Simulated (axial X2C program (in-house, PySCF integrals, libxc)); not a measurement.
**What spin–orbit coupling does to GaCl**

Computed with an in-house all-electron X2C program for linear molecules (integrals from PySCF). Spin-free means the one-electron spin-free X2C Hamiltonian; two-component (2c) means X2C with spin–orbit coupling and atomic mean-field two-electron Coulomb and Gaunt terms, so the difference of the two also holds small scalar two-electron terms. Basis: Ga dyall-cv3z [9s9p7d4f1g], Cl dyall-av3z [9s8p3d2f] (cores contracted in-house); Gaussian nuclei, density fitting, unrestricted open shells. Masses: Ga 68.926 u, Cl 34.969 u.

Spin-free state: M_S = 0, Λ = 0 (closed shell); fragments Ga + Cl.

```tsv
level	Re (Å)	ωe (cm⁻¹)	De (eV)	μ (D)
PBE0	2.217	357.6	4.798	-2.57
HF	2.231	354.3	3.584	-2.71
MP2	2.230	358.7	4.925	n/a
CCSD	2.232	357.2	4.631	n/a
CCSD(T)	2.235	355.9	4.743	n/a
PBE	2.238	344.6	4.917	-2.60
```

Correlated methods: 10 electrons correlated (number of frozen shells: Ga 3 s, 2 p, 1 d; Cl 2 s, 1 p), 258 virtual spin orbitals or spinors in MP2, 88 natural virtuals in coupled cluster.

Dipoles are positive if Cl is the positive end.

Two-component determinant lowest at the distance of the search:

Ω = 0 (closed shell); fragments Ga + Cl.

```json
{"level": "PBE0", "Re (Å)": "2.218", "ωe (cm⁻¹)": "357.5", "De (eV)": "n/a", "μ (D)": "-2.57"}
{"level": "HF", "Re (Å)": "2.232", "ωe (cm⁻¹)": "354.1", "De (eV)": "n/a", "μ (D)": "-2.72"}
{"level": "MP2", "Re (Å)": "2.231", "ωe (cm⁻¹)": "358.6", "De (eV)": "4.836", "μ (D)": "n/a"}
{"level": "CCSD", "Re (Å)": "2.232", "ωe (cm⁻¹)": "356.9", "De (eV)": "4.538", "μ (D)": "n/a"}
{"level": "CCSD(T)", "Re (Å)": "2.235", "ωe (cm⁻¹)": "355.7", "De (eV)": "4.652", "μ (D)": "n/a"}
{"level": "PBE", "Re (Å)": "2.239", "ωe (cm⁻¹)": "344.5", "De (eV)": "n/a", "μ (D)": "-2.60"}
```

From the two tables, how do the constants change at the CCSD(T) level (2c against spin-free)?

At the CCSD(T) level Re is unchanged within 0.001 Å and ωe doesn't move by more than 0.2 cm⁻¹; De changes by -0.091 eV.

One determinant describes the state; a PBE0 search over occupations chose it and may have missed a lower one. The closed shell is kept restricted, so the energy runs too high when the bond is stretched far. Dissociation energies refer to the lowest single-determinant-based atoms at the same level and basis. De is not given where an atomic determinant may have missed its ground term or J level, or where the truncated virtual space spoils (T). Coupled cluster ran in a truncated set of natural virtual spinors; the MP2 energy of the rest was added. (T) has no such correction and the atoms are truncated less, which lowers De at CCSD(T) by a hundredth of an eV or more. The functionals have no current-density term, which raises determinants with orbital currents, atoms included. With the outer-core shells frozen, correlated bond lengths of heavy atoms tend to come out a few hundredths of an ångström too long.
